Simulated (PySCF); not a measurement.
Numbering as in the mapped SMILES `[CH3:1][C@H:2]1[C@@H:3]2[CH2:4][CH2:5][C@H:6]1[CH2:7]2`. Hydrogens are named by the atom that carries them. Ha(C4), Ha(C5), Ha(C7) are cis to C1 on the ring; Hb(C4), Hb(C5), Hb(C7) are trans to C1 on the ring.

All values are calculated (PySCF): geometry from PBE0-D3(BJ)/def2-SVP, spin–spin couplings from B3LYP/pcJ-1 (without the spin–dipole term), NMR shieldings at KT3/pcSseg-1/GIAO. No solvent, rapidly exchanging positions averaged, single conformer, non-relativistic.

Question: Predict the 2D correlation tables (HSQC, COSY, HMBC).

Answer: 

HSQC (one-bond C–H):
| δH | δC | 1J(C,H) (Hz) |
| --- | --- | --- |
| 2.21 (Ha(C7)) | 37.0 (C7) | 145 |
| 2.07 (H(C3)/H(C6)) | 46.0 (C3/C6) | 155 |
| 1.63 (Hb(C4)/Hb(C5)) | 31.4 (C4/C5) | 139 |
| 1.62 (Ha(C4)/Ha(C5)) | 31.4 (C4/C5) | 139 |
| 1.45 (H(C2)) | 50.1 (C2) | 141 |
| 1.23 (H(C1)) | 15.9 (C1) | 131 |
| 0.95 (Hb(C7)) | 37.0 (C7) | 145 |

COSY cross peaks (|J| ≥ 2 Hz):
| δH | δH | abs. J (Hz) | bonds |
| --- | --- | --- | --- |
| 2.21 (Ha(C7)) | 2.07 (H(C3)/H(C6)) | 3.3 | 3 |
| 2.21 (Ha(C7)) | 1.63 (Hb(C4)/Hb(C5)) | 2.3 | 4 |
| 2.21 (Ha(C7)) | 0.95 (Hb(C7)) | 8.3 | 2 |
| 1.63 (Hb(C4)/Hb(C5)) | 1.62 (Ha(C4)/Ha(C5)) | 11.9 | 2 |
| 1.45 (H(C2)) | 1.23 (H(C1)) | 7.8 | 3 |
| 1.45 (H(C2)) | 0.95 (Hb(C7)) | 6.7 | 4 |

HMBC (two and three bonds, |J| ≥ 2.5 Hz):
| δH | δC [abs. J in Hz] |
| --- | --- |
| 2.21 (Ha(C7)) | 50.1 (C2) [3.4], 31.4 (C4/C5) [8.8] |
| 2.07 (H(C3)/H(C6)) | 46.0 (C3/C6) [12.9], 31.4 (C4/C5) [6.9] |
| 1.63 (Hb(C4)/Hb(C5)) | 50.1 (C2) [2.8], 46.0 (C3/C6) [2.6], 37.0 (C7) [8.7] |
| 1.62 (Ha(C4)/Ha(C5)) | 50.1 (C2) [8.9], 46.0 (C3/C6) [2.6], 37.0 (C7) [2.6] |
| 1.45 (H(C2)) | 46.0 (C3/C6) [2.7], 37.0 (C7) [10.5], 31.4 (C4/C5) [5.0] |
| 1.23 (H(C1)) | 50.1 (C2) [3.9], 46.0 (C3/C6) [5.0] |
| 0.95 (Hb(C7)) | 50.1 (C2) [14.0], 31.4 (C4/C5) [4.2] |

δ = σ(ref) − σ, references computed at the same level: 1H (σref 31.32) and 13C (σref 182.31) vs TMS.

Short H···H contacts in this conformer between protons four or more bonds apart (candidates for NOE cross peaks, intensity ∝ r⁻⁶): H(C1)···Ha(C7) 2.06 Å, H(C2)···Hb(C4) 2.49 Å, Ha(C5)···Hb(C7) 2.58 Å.

Unscaled 3J(H,H) at this level run about 10 % above measured values. Shifts are as computed, not scaled to solution data. Of 1211 compounds with measured shifts, 218 miss one by over three times the rms of a fit or turn the order of signals round; such compounds aren't used in these exercises.
